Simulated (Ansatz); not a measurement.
A nudged elastic band was laid between two geometries of C3H10AlClSi (16 atoms, charge 0, multiplicity 1).

Method: RKS PBE/STO-3G in Ansatz.

- movable images: 9
- climbing image: yes
- spring: 5.0 eV/Å²
- optimiser: quadratic models (default)
- start path: IDPP
- force threshold: 0.03 eV/Å
- iteration limit: 60
- end points: relaxed

Initial state:

```xyz
16
Properties=species:S:1:pos:R:3
Al 0.608 -2.525 -1.073
C 1.659 -0.975 -0.648
Si 0.662 0.614 -0.511
C -0.676 0.457 0.832
C -1.492 1.763 0.977
Cl -2.808 1.629 2.290
H 0.058 -3.386 0.043
H 0.317 -2.846 -2.523
H 2.427 -0.804 -1.423
H 2.199 -1.113 0.305
H 1.496 1.762 -0.173
H -0.011 0.912 -1.770
H -0.208 0.216 1.806
H -1.370 -0.372 0.593
H -2.030 2.025 0.040
H -0.853 2.621 1.280
```

Final state:

```xyz
16
Properties=species:S:1:pos:R:3
Al 1.204 -2.193 -0.527
C 1.581 -0.315 -0.662
Si 0.087 0.738 -1.106
C -1.337 0.503 0.134
C -0.951 0.953 1.562
Cl -2.356 0.743 2.768
H 0.824 -2.779 0.815
H 1.261 -3.054 -1.770
H 2.343 -0.131 -1.440
H 2.000 0.072 0.283
H 0.412 2.160 -1.138
H -0.429 0.364 -2.417
H -1.653 -0.558 0.167
H -2.214 1.089 -0.201
H -0.683 2.031 1.600
H -0.111 0.355 1.977
```

Question: Which bonds break or form, and what moves?

Answer: No bond is made or broken. The dihedral C2–Si3–C4–H13 goes from 58 to -59°.

Question: Give the energies along the band, and the barrier.

Answer: The run converged. The highest image is number 5 of 0 to 10, 4.9 kJ/mol above the first end and 4.1 kJ/mol above the last; the last end lies 0.8 kJ/mol above the first. A vibrational analysis at the climbing image gives one clearly imaginary mode, 57i cm⁻¹: a first-order saddle point. Limits of this set-up: minimal basis.

```tsv
image	path coordinate (Å)	energy (kJ/mol)	dihedral C2–Si3–C4–H13 (°)
0	0.00	0.0	58
1	0.61	0.4	47
2	1.21	1.5	35
3	1.82	3.1	23
4	2.43	4.3	11
5	3.04	4.9	-2
6	3.63	4.6	-14
7	4.22	3.5	-25
8	4.81	2.2	-37
9	5.40	1.2	-48
10	6.00	0.8	-59
```

Question: What is the geometry of the highest image?

Answer: 
```xyz
16
Properties=species:S:1:pos:R:3
Al 1.137 -2.460 -0.603
C 1.709 -0.627 -0.602
Si 0.316 0.601 -0.896
C -1.096 0.345 0.366
C -1.345 1.599 1.238
Cl -2.723 1.326 2.464
H 0.796 -3.133 0.708
H 1.001 -3.196 -1.918
H 2.462 -0.455 -1.393
H 2.193 -0.366 0.355
H 0.776 1.982 -0.794
H -0.244 0.423 -2.230
H -0.861 -0.504 1.036
H -2.035 0.092 -0.161
H -1.654 2.477 0.630
H -0.455 1.874 1.844
```

Question: What are the harmonic wavenumbers there?

Answer: 57i, 32, 72, 88, 138, 175, 254, 291, 515, 561, 630, 710, 729, 777, 796, 826, 862, 871, 922, 948, 1004, 1095, 1104, 1160, 1192, 1198, 1297, 1377, 1392, 1591, 1631, 1635, 2416, 2466, 2578, 2619, 3251, 3267, 3280, 3365, 3378, 3395 cm⁻¹.

The band took 4 iterations and about 70 core-seconds.

Time of the run: 72 s on 1 thread of AMD EPYC 9R45 96-Core Processor (Zen 5), with other jobs on the host, peak memory 0.13 GiB.
